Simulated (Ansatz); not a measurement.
CH3AlBr, SMILES `[CH3][Al][Br]` radical. Total charge 0; spin multiplicity 2.

Cartesian coordinates in Å:
```
C 0.717 -0.016 -0.096
Al -1.074 -0.819 -0.201
Br -2.840 0.436 0.533
H 1.370 -0.625 0.535
H 0.656 0.992 0.319
H 1.171 0.032 -1.090
```

Question: What are the harmonic wavenumbers in cm⁻¹ at PBE0-D4/def2-TZVP (Ansatz, finite differences of forces, unscaled)? (An estimate is asked.)

Answer: Ansatz gave: 60i, 145, 372, 601, 617, 662, 1180, 1426, 1433, 3039, 3128, 3142.

Question: Is this a minimum?

Answer: No: 1 imaginary mode, so it is a saddle point.
